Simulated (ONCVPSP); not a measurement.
# An all-electron radial function and its pseudo partner (He (Z = 2))

Columns: radius, all-electron u(r) and pseudo u(r) of the 1s shell (level -15.50 eV) of helium in the configuration 1s2; PBEsol, scalar-relativistic, ONCV scheme, ONCVPSP 4.0.1.

```tsv
r (bohr)	all-electron	pseudo
0.035	0.1550	0.1178
0.070	0.2895	0.2327
0.105	0.4050	0.3422
0.140	0.5040	0.4446
0.175	0.5884	0.5389
0.210	0.6597	0.6245
0.245	0.7194	0.7007
0.280	0.7691	0.7670
0.315	0.8098	0.8223
0.350	0.8427	0.8658
0.385	0.8685	0.8970
0.420	0.8884	0.9170
0.455	0.9028	0.9273
0.490	0.9126	0.9305
0.525	0.9183	0.9294
0.560	0.9204	0.9259
0.595	0.9194	0.9214
0.630	0.9157	0.9161
0.665	0.9097	0.9097
0.700	0.9016	0.9016
0.735	0.8918	0.8917
0.770	0.8805	0.8804
0.805	0.8678	0.8678
0.840	0.8542	0.8542
0.875	0.8396	0.8396
0.910	0.8243	0.8243
```

Q: How many radial nodes do the two functions have?

A: The all-electron 1s function has n − l − 1 = 0; the pseudo-wave has 0.

Q: At about which radius was the pseudo-wave matched?

A: 0.70 bohr. The columns agree to 0.0005 from 0.63 bohr on; several derivatives are matched, so the curves merge somewhat inside the radius.

Q: Where does each function peak?

A: Outermost all-electron maximum near 0.56 bohr, pseudo maximum near 0.49 bohr (to the table’s step).

Q: Is the pseudo-wave norm-conserving?

A: Yes: the ONCV scheme keeps the norm inside the radius equal to the all-electron one, which fixes the energy derivative of the logarithmic derivative at the level.
